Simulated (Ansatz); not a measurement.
Cost and result up the ladder for the cluster Sn2Bi (3 atoms). The state is a doublet with charge 0. Geometry: r2SCAN-D4/def2-SVP.

```xyz
3

Bi   -0.3051    0.9780   -1.2255
Sn    1.3702    0.3182    0.9534
Sn   -1.0650   -1.2962    0.2721
```

Ansatz on 4 threads of Intel Xeon 6975P-C on a shared host. Times are rough, and most runs start from the orbitals of an earlier one. ωB97M-V/def2-TZVP serves as the yardstick here, not as an exact answer. Differences are given only for rows in sets of like size (and for xTB, whose basis is part of the method), since another set adds its own error. Binding counts from free atoms at the same level (Bi quartet, Sn triplet; other spins of the atoms weren't run), without zero-point energy or a counterpoise term.

In the def2 sets Bi, Sn take a core potential; there is no spin–orbit coupling. Correlated methods freeze 12 core orbitals; core or outer-core shells of Bi, Sn are correlated, in sets that lack core-valence functions. The structure comes from a short search, and lower isomers may exist.

Run but left out: MP2/def2-TZVP (⟨S²⟩ 1.17, where a pure state has 0.75).

Correlated methods converge slowly with the basis.

```json
{"level": "r2SCAN-D4/def2-TZVPD", "functions": "168", "binding energy per atom (eV)": "1.80", "difference from ωB97M-V/def2-TZVP (eV)": "0.16"}
{"level": "PBE0-D4/def2-TZVP (with forces)", "functions": "150", "binding energy per atom (eV)": "1.81", "difference from ωB97M-V/def2-TZVP (eV)": "0.17"}
{"level": "ωB97M-V/def2-TZVP", "functions": "150", "binding energy per atom (eV)": "1.64", "difference from ωB97M-V/def2-TZVP (eV)": "0.00"}
{"level": "RPA@PBE/def2-TZVP", "functions": "150", "binding energy per atom (eV)": "1.56", "difference from ωB97M-V/def2-TZVP (eV)": "-0.08"}
{"level": "revPBE-D4/def2-TZVP", "functions": "150", "binding energy per atom (eV)": "1.83", "difference from ωB97M-V/def2-TZVP (eV)": "0.19"}
{"level": "PBE-D4/def2-TZVP", "functions": "150", "binding energy per atom (eV)": "1.99", "difference from ωB97M-V/def2-TZVP (eV)": "0.34"}
{"level": "r2SCAN-D4/def2-TZVP", "functions": "150", "binding energy per atom (eV)": "1.80", "difference from ωB97M-V/def2-TZVP (eV)": "0.15"}
{"level": "B2PLYP/def2-TZVP", "functions": "150", "binding energy per atom (eV)": "1.79", "difference from ωB97M-V/def2-TZVP (eV)": "0.15"}
{"level": "PBE-D4/def2-TZVPD", "functions": "168", "binding energy per atom (eV)": "1.99", "difference from ωB97M-V/def2-TZVP (eV)": "0.35"}
{"level": "PBE-D4/def2-SVP", "functions": "78", "binding energy per atom (eV)": "1.96", "difference from ωB97M-V/def2-TZVP (eV)": "–"}
{"level": "PBE0-D4/def2-TZVPD", "functions": "168", "binding energy per atom (eV)": "1.82", "difference from ωB97M-V/def2-TZVP (eV)": "0.18"}
{"level": "PBE0-D4/def2-SVP", "functions": "78", "binding energy per atom (eV)": "1.78", "difference from ωB97M-V/def2-TZVP (eV)": "–"}
{"level": "BLYP-D4/def2-TZVP", "functions": "150", "binding energy per atom (eV)": "1.95", "difference from ωB97M-V/def2-TZVP (eV)": "0.31"}
{"level": "CAM-B3LYP-D4/def2-TZVP", "functions": "150", "binding energy per atom (eV)": "1.69", "difference from ωB97M-V/def2-TZVP (eV)": "0.04"}
```

Question: Estimate how long each takes.

Answer: PBE-D4/def2-SVP 0.6 s; PBE0-D4/def2-SVP 1.1 s; PBE-D4/def2-TZVP 1.1 s; revPBE-D4/def2-TZVP 1.1 s; BLYP-D4/def2-TZVP 1.2 s; PBE-D4/def2-TZVPD 1.5 s; PBE0-D4/def2-TZVP (with forces) 2.2 s; PBE0-D4/def2-TZVPD 2.4 s; r2SCAN-D4/def2-TZVP 2.8 s; RPA@PBE/def2-TZVP 3.1 s; r2SCAN-D4/def2-TZVPD 3.1 s; B2PLYP/def2-TZVP 3.3 s; CAM-B3LYP-D4/def2-TZVP 3.7 s; ωB97M-V/def2-TZVP 15 s. On shared hardware such times vary by a factor of up to 3.
